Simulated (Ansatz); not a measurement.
Basis sets compared for Co(NH2)2 (CoN₂H₄). Total charge 0; quartet. Geometry PBE0-D4/def2-TZVP. Ansatz on 2 threads of Intel Xeon 6975P-C on a shared host; times are rough, and most runs start from earlier orbitals.

```csv
atom,x (Å),y (Å),z (Å)
Co1,-0.004,-0.003,0.001
N2,-0.914,1.325,0.841
H3,-0.892,1.521,1.831
H4,-1.517,2.000,0.394
N5,0.909,-1.330,-0.839
H6,1.520,-1.999,-0.395
H7,0.896,-1.515,-1.832
```

The 6-31G sets use Cartesian d functions. B3LYP takes the VWN-RPA correlation.

Binding counts from free atoms (Co quartet, N quartet, H doublet) in the same basis, without a counterpoise term.

| level | functions | energy (Eh) | HOMO (eV) | LUMO (eV) | binding per atom (eV) | wall time |
| --- | --- | --- | --- | --- | --- | --- |
| HF/6-31G | 55 | -1492.4234 | -9.02 | 1.71 | 1.80 | 0.4 s |
| HF/def2-TZVP | 131 | -1492.6921 | -9.31 | 1.35 | 1.91 | 2.2 s |
| PBE-D4/def2-SVP | 79 | -1494.0393 | -3.64 | -3.34 | 3.30 | 3.1 s |
| PBE-D4/def2-TZVP | 131 | -1494.3876 | -4.27 | -3.79 | 3.27 | 2.9 s |
| PBE-D4/def2-TZVPD | 158 | -1494.3929 | -4.48 | -3.95 | 3.29 | 3.8 s |
| r2SCAN-D4/def2-TZVP | 131 | -1494.6795 | -4.65 | -3.15 | 3.16 | 6 s |
| r2SCAN-D4/def2-TZVPD | 158 | -1494.6833 | -4.82 | -3.28 | 3.18 | 7.5 s |
| B3LYP-D4/6-31G | 55 | -1494.5205 | -5.55 | -1.69 | 3.14 | 2.9 s |
| B3LYP-D4/def2-TZVP | 131 | -1494.8014 | -5.67 | -2.71 | 3.18 | 4.7 s |
| PBE0-D4/def2-SVP | 79 | -1494.0555 | -5.43 | -1.81 | 3.13 | 2.2 s |
| PBE0-D4/def2-TZVP (with forces) | 131 | -1494.3918 | -5.93 | -2.17 | 3.15 | 8.5 s |
| PBE0-D4/def2-TZVPD | 158 | -1494.3963 | -6.10 | -2.30 | 3.16 | 6.5 s |

(1) Estimate the rows for PBE0-D4/def2-QZVPP.

Answers

(1) 
```json
{"level": "PBE0-D4/def2-QZVPP", "functions": "334", "energy (Eh)": "-1494.4379", "HOMO (eV)": "-6.08", "LUMO (eV)": "-2.26", "binding per atom (eV)": "3.18", "wall time": "18 s"}
```
